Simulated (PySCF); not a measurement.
PySCF input (B3PW91/6-31G* (5d)):

```python
from pyscf import gto, dft

mol = gto.M(
    atom='''
    C    -1.65374600    0.18441700   -0.09127600
    N    -0.42156000   -0.50518300   -0.39285100
    Si    1.11720000    0.11703400    0.39379600
    H    -1.76278200    1.18704300   -0.55378400
    H    -1.71206000    0.34233600    0.99163100
    H    -2.54168700   -0.39783600   -0.38883900
    H    -0.34324000   -0.65293700   -1.39195600
    H     2.05652800   -0.92282200   -0.25345900
    H     1.53583900    1.23551300   -0.61912500
    ''',
    basis='6-31g*',
    charge=-1,
    spin=0,
    verbose=4,
)

mf = dft.RKS(mol, xc='b3pw91')
mf.grids.level = 3
mf.conv_tol = 1e-9
mf.max_cycle = 100
mf.max_memory = 1500
mf.kernel()
if not mf.converged:
    mf = mf.newton()
    mf.kernel(mf.make_rdm1())
mf.dip_moment()
```

Output:

```
PySCF version 2.14.0

[INPUT] verbose = 4
[INPUT] num. atoms = 9
[INPUT] num. electrons = 34
[INPUT] charge = -1
[INPUT] spin (= nelec alpha-beta = 2S) = 0
[INPUT] symmetry False subgroup None
[INPUT] Mole.unit = angstrom
[INPUT] Symbol           X                Y                Z      unit          X                Y                Z       unit  Magmom
[INPUT]  1 C     -1.653746000000   0.184417000000  -0.091276000000 AA   -3.125127019595   0.348497622714  -0.172486641746 Bohr   0.0
[INPUT]  2 N     -0.421560000000  -0.505183000000  -0.392851000000 AA   -0.796632945072  -0.954657512786  -0.742380797762 Bohr   0.0
[INPUT]  3 Si     1.117200000000   0.117034000000   0.393796000000 AA    2.111202026364   0.221162207262   0.744166588949 Bohr   0.0
[INPUT]  4 H     -1.762782000000   1.187043000000  -0.553784000000 AA   -3.331175197313   2.243186168082  -1.046500092166 Bohr   0.0
[INPUT]  5 H     -1.712060000000   0.342336000000   0.991631000000 AA   -3.235324508823   0.646921282579   1.873911006629 Bohr   0.0
[INPUT]  6 H     -2.541687000000  -0.397836000000  -0.388839000000 AA   -4.803092324367  -0.751801082492  -0.734799216550 Bohr   0.0
[INPUT]  7 H     -0.343240000000  -0.652937000000  -1.391956000000 AA   -0.648629594996  -1.233872106595  -2.630415617445 Bohr   0.0
[INPUT]  8 H      2.056528000000  -0.922822000000  -0.253459000000 AA    3.886274687500  -1.743880841723  -0.478968093806 Bohr   0.0
[INPUT]  9 H      1.535839000000   1.235513000000  -0.619125000000 AA    2.902315081426   2.334781193340  -1.169976686871 Bohr   0.0

nuclear repulsion = 105.476317684756
number of shells = 32
number of NR pGTOs = 129
number of NR cGTOs = 58
basis = 6-31g*
ecp = {}

******** <class 'pyscf.dft.rks.RKS'> ********
method = RKS
initial guess = minao
damping factor = 0
level_shift factor = 0
DIIS = <class 'pyscf.scf.diis.CDIIS'>
diis_start_cycle = 1
diis_space = 8
diis_damp = 0
SCF conv_tol = 1e-09
SCF conv_tol_grad = None
SCF max_cycles = 100
direct_scf = True
direct_scf_tol = 1e-13
XC library pyscf.dft.libxc version 7.1.2
    S. Lehtola, C. Steigemann, M. J. T. Oliveira, and M. A. L. Marques,  SoftwareX 7, 1–5 (2018)
XC functionals = b3pw91
    A. D. Becke,  J. Chem. Phys. 98, 5648 (1993)
radial grids:
    Treutler-Ahlrichs [JCP 102, 346 (1995); DOI:10.1063/1.469408] (M4) radial grids

becke partition: Becke, JCP 88, 2547 (1988); DOI:10.1063/1.454033
pruning grids: <function nwchem_prune>
grids dens level: 3
symmetrized grids: False
atomic radii adjust function: <function treutler_atomic_radii_adjust>
small_rho_cutoff = 0
Set gradient conv threshold to 3.16228e-05
Initial guess from minao.
tot grids = 106048
init E= -385.747006856865
  HOMO = -0.208736508607503  LUMO = -0.0220580759915188  gap/eV = 5.07978
cycle= 1 E= -385.784999943779  delta_E= -0.038  |g|= 0.477  |ddm|= 2.53
  HOMO = 0.104968718342655  LUMO = 0.2732821906564  gap/eV = 4.58004
cycle= 2 E= -385.73554145635  delta_E= 0.0495  |g|= 0.687  |ddm|= 1.55
  HOMO = 0.0470694375858125  LUMO = 0.236724400307215  gap/eV = 5.16077
cycle= 3 E= -385.852128228639  delta_E= -0.117  |g|= 0.0765  |ddm|= 0.852
  HOMO = 0.0313874069478417  LUMO = 0.228522578472628  gap/eV = 5.36432
cycle= 4 E= -385.853731721939  delta_E= -0.0016  |g|= 0.0194  |ddm|= 0.119
  HOMO = 0.0319495203261408  LUMO = 0.229062662561153  gap/eV = 5.36372
cycle= 5 E= -385.853820478372  delta_E= -8.88e-05  |g|= 0.0066  |ddm|= 0.0237
  HOMO = 0.0322788790932402  LUMO = 0.229149244954643  gap/eV = 5.35712
cycle= 6 E= -385.85383235493  delta_E= -1.19e-05  |g|= 0.0011  |ddm|= 0.00847
  HOMO = 0.0321197903372186  LUMO = 0.229063847368369  gap/eV = 5.35912
cycle= 7 E= -385.853832732786  delta_E= -3.78e-07  |g|= 0.0002  |ddm|= 0.00188
  HOMO = 0.0321507674085515  LUMO = 0.229074647415026  gap/eV = 5.35857
cycle= 8 E= -385.853832748317  delta_E= -1.55e-08  |g|= 3.77e-05  |ddm|= 0.000393
  HOMO = 0.0321506353914494  LUMO = 0.229075809496156  gap/eV = 5.35861
cycle= 9 E= -385.853832748785  delta_E= -4.68e-10  |g|= 5.49e-06  |ddm|= 6.55e-05
  HOMO = 0.032149235236159  LUMO = 0.229075255275634  gap/eV = 5.35863
Extra cycle  E= -385.853832748793  delta_E= -8.64e-12  |g|= 3.77e-06  |ddm|= 1.93e-05
converged SCF energy = -385.853832748793

WARN: System has nonzero charge -1; the dipole moment is origin-dependent.
Location of origin: [0. 0. 0.]

Dipole moment(X, Y, Z, Debye): -4.40738, -0.22321, -2.46144
```

The dipole moment of an ion depends on the origin.

The geometry given is a B3LYP-D3(BJ)/def2-TZVP minimum.
